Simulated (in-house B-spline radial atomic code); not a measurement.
**Two electrons outside the [Xe] 4f14 5d10 6s2 core: Pb**

Computed with an all-electron radial atomic-structure program (B-spline basis): configuration interaction (CI) of the two valence electrons in the field of the frozen Dirac-Fock core, alone and with many-body perturbation theory for the core (screened one- and two-electron correlation potentials), Breit and QED terms; no-pair Dirac Hamiltonian, finite nucleus. Labels give the configuration (outer n counted up each series) and the leading LS term, or the jj pair where no LS term holds 70 %.

The outer s² shell of this core is soft: its mixing with p² is only treated to second order, so levels can be several per cent off.

Command:
```bash
python run_mb.py task.json out
```
Settings (nuclear radius in fm, box in bohr, cutoff in hartree):
```
basis_form          3
Z                   82
core_configuration  [Xe] 4f14 5d10 6s2
rms_radius          5.5012
mass_number         208
speed_of_light      137.036
box_radius          45.0
lmax                6
intervals           67
virtual_cutoff      13448.0
```

Run time, properties included: 51 s on 1 thread of AMD EPYC 9R45 96-Core Processor, on a shared host.

Excitation energies (cm⁻¹):

| level | purity of the LS term | CI alone | CI + MBPT + Breit + QED | Landé g of the LS mixture | measured (NIST) |
| --- | --- | --- | --- | --- | --- |
| 6p2 3P0 | 0.861 | 0 | 0 | - | 0 |
| 6p2 3P1 | 0.984 | ? | ? | ? | ? |
| 6p2 (1/2,3/2)2 | 0.542 (3P) | 9956 | 10964 | 1.27 | 10650 |
| 6p2 (3/2,3/2)2 | 0.544 (1D) | 20124 | 22275 | 1.23 | 21458 |
| 6p2 1S0 | 0.861 | 26947 | 31171 | - | 29467 |
| 6p7s 3P°0 | 1.0 | ? | ? | ? | ? |
| 6p7s (1/2,1/2)°1 | 0.697 (3P) | 29906 | 37095 | 1.35 | - |
| 6p7p 3D1 | 0.723 | 37009 | 44504 | 0.67 | - |

(1) Where does 6p7s 3P°0 lie?

(2) Where does 6p2 3P1 lie?

(3) What is the first ionisation energy?

Some electric-dipole lines (reduced elements in atomic units, length form; vacuum wavelengths from the computed energies):

```tsv
upper	lower	D bare (size)	D with core polarisation (size)	λ (nm)	A (s⁻¹)
6p7s (1/2,1/2)°1	6p2 3P0	1.43	1.3	269.58	5.8e+07
6p7s (1/2,1/2)°1	6p2 (1/2,3/2)2	3.21	2.93	382.68	1e+08
```

Weak lines are less accurate than strong ones.

## Answers

(1) 29614 cm⁻¹ in CI alone and 36777 cm⁻¹ with all corrections; measured 34960 cm⁻¹.

(2) 7116 cm⁻¹ in CI alone and 8044 cm⁻¹ with all corrections; g = 1.50; measured 7819 cm⁻¹.

(3) 7.5903 eV to the 6p1/2 state of the next ion (6.6006 eV from CI alone). NIST lists 7.4166799 ± 6e-07 eV (measured).
